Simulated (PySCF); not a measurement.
Compound: C6H9N3.
Atom-mapped SMILES: `[CH2:1]=[CH:2][n:3]1[c:4]([CH3:5])[n:6][n:7][c:8]1[CH3:9]` (hydrogens: H10, H11 on C1; H12 on C2; H13, H14, H15 on C5; H16, H17, H18 on C9)

Computed with PySCF at CAM-B3LYP/def2-SVPD, non-relativistic, on one gas-phase PBE0-D3(BJ)/def2-SVP geometry that isn't relaxed in the solvent. The solvent is an IEF-PCM continuum (Bondi radii, 1.10 Å for H, scaled by 1.2), and excitations are vertical TDDFT with non-equilibrium linear response and a frozen core. Only the electrostatic response of the medium enters.

Gas-phase singlets (H = HOMO, L = LUMO):

```tsv
state	E (eV)	λ (nm)	f	leading configurations
S1	5.490	226	0.000	H-1→L 82%, H-1→L+4 10%
S2	5.814	213	0.077	H→L 96%
S3	6.073	204	0.377	H-2→L 87%
S4	6.685	185	0.015	H-1→L+5 46%, H-1→L+6 25%
S5	6.910	179	0.028	H-2→L+1 62%, H→L+1 20%
```

**Question.** What are the lowest 5 singlets in benzene (ε = 2.271)?

**Answer.** 
```tsv
state	E (eV)	λ (nm)	f	leading configurations	change by rank (eV)
S1	5.752	216	0.003	H-2→L 82%	+0.262
S2	5.906	210	0.107	H→L 86%, H-1→L 10%	+0.092
S3	5.952	208	0.516	H-1→L 81%, H→L 11%	-0.121
S4	6.810	182	0.020	H-2→L+5 62%, H-2→L+4 18%	+0.125
S5	6.993	177	0.045	H-1→L+1 80%, H→L+1 9%	+0.083
```

**Question.** The ground-state energy changes by -0.219 eV from gas to benzene. By how much does the total energy of gas-phase S2 change?

**Answer.** E(S2) = E(S0) + excitation energy, so it changes by -0.219 + 0.092 = -0.127 eV: it is lowered less than the ground state, which is what a blue shift means. This is the vertical state, with the slow part of the continuum still set for S0.

**Question.** How do the frontier levels move from gas to benzene?

**Answer.** 
| orbital | gas (eV) | solvent (eV) | change (eV) |
| --- | --- | --- | --- |
| LUMO+2 | 1.44 | 1.64 | +0.20 |
| LUMO+1 | 1.06 | 1.24 | +0.18 |
| LUMO | 0.13 | 0.24 | +0.11 |
| HOMO | -8.51 | -8.55 | -0.04 |
| HOMO-1 | -8.66 | -8.69 | -0.03 |
| HOMO-2 | -8.78 | -8.88 | -0.10 |
| HOMO-3 | -10.36 | -10.52 | -0.16 |

The HOMO–LUMO gap goes from 8.64 to 8.79 eV. Rows go by rank; for HOMO-2, HOMO-1 and HOMO the atom shares or the degeneracy differ between the runs, so the row needn't follow one orbital.

Hardware: one thread of an Arm Neoverse V1 (shared host). Cost: 65 s, 1.3 GiB resident at most. This is the whole response run at CAM-B3LYP/def2-SVPD in benzene, SCF included.

Shape of the structure used: `[CH2:1]=[CH:2][n:3]1[c:4]([CH3:5])[n:6][n:7][c:8]1[CH3:9]`: C1–C2–N3–C4 6°.
